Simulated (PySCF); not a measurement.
Zr(OH)3 (H3O3Zr), SMILES [OH][Zr]([OH])[OH] (connectivity only; charge and spin as stated), neutral, multiplicity 2. Atoms are numbered in the order given.

```xyz
7

Zr     0.0000     0.0000     0.0000
O      1.9331     0.0000     0.0000
H      2.8989     0.0000     0.0000
O     -0.9666    -1.6741     0.0000
H     -1.4494    -2.5105     0.0000
O     -0.9666     1.6741     0.0000
H     -1.4494     2.5105     0.0000
```
Charge 0, spin multiplicity 2.

Coordinates come from a PBE-D3(BJ)/def2-SVP optimisation. The spin state was assumed, not searched. The isomer is the one that the SMILES or the coordinates give; other isomers of the formula were not compared. The def2 effective core potentials stand for the cores of Zr; spin–orbit coupling is left out. One conformer was computed; it need not be the lowest.

The numbers are results of B3LYP/def2-TZVPD run with PySCF, not measurements.

Mulliken values depend strongly on the basis, most of all with diffuse functions as here. ESP charges are fitted to the potential on shells at 1.4 to 2.0 van der Waals radii. Atomic charges (e):

```csv
atom,ESP fit,Mulliken,Mulliken spin
Zr1,…,1.57,1.06
O2,…,-0.80,-0.03
H3,…,0.27,0.01
O4,…,-0.80,-0.03
H5,…,0.27,0.01
O6,…,-0.80,-0.03
H7,…,0.27,0.01
```

Q: What belongs in the gaps? (The exact figures need the calculation; the answer reports its results.)

A: 
- Zr1, ESP fit: 0.84
- O2, ESP fit: -0.68
- H3, ESP fit: 0.40
- O4, ESP fit: -0.69
- H5, ESP fit: 0.41
- O6, ESP fit: -0.69
- H7, ESP fit: 0.41
